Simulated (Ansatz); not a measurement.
Cost and result up the ladder for Be₃Se₃ (6 atoms). The state is a singlet with charge 0. Geometry: PBE0-D4/def2-SVP.

```
atom   x (Å)   y (Å)   z (Å)
 Be1   0.385   1.165   0.699
 Be2  -0.029  -0.737  -0.454
 Be3  -1.595   0.606   0.464
 Se4   1.610   0.664  -1.104
 Se5   1.724  -0.611   0.951
 Se6  -2.095  -1.087  -0.556
```

Ansatz on 4 threads of Intel Xeon Platinum 8375C on a shared host. Times are rough, and most runs start from the orbitals of an earlier one. r2SCAN0-D4/def2-TZVP serves as the yardstick here, not as an exact answer. Differences are given only for rows in sets of like size (and for xTB, whose basis is part of the method), since another set adds its own error. Binding counts from free atoms at the same level (Be singlet, Se triplet; other spins of the atoms weren't run), without zero-point energy or a counterpoise term.

Correlated methods freeze 27 core orbitals; core or outer-core shells of Se are correlated, in sets that lack core-valence functions. The rows differ in basis, and correlated rows in double-zeta sets carry the largest basis error. Another isomer (singlet) lies 3.24 eV lower at PBE0-D4/def2-TZVP; other spin states weren't run for this one.

Correlated methods converge slowly with the basis, most of all in double-zeta sets.

| level | functions | wall time | binding energy per atom (eV) | difference from r2SCAN0-D4/def2-TZVP (eV) |
| --- | --- | --- | --- | --- |
| PBE-D4/def2-TZVP (with forces) | 201 | 6.5 s | 2.86 | 0.12 |
| r2SCAN-D4/def2-TZVP | 201 | 7.5 s | 2.83 | 0.08 |
| PBE0-D4/def2-TZVP | 201 | 9.5 s | 2.78 | 0.03 |
| r2SCANh-D4/def2-TZVP | 201 | 11 s | 2.79 | 0.05 |
| r2SCAN0-D4/def2-TZVP | 201 | 12 s | 2.74 | 0.00 |
| CCSD(T)/def2-SVP | 123 | 25 s | 2.09 | – |
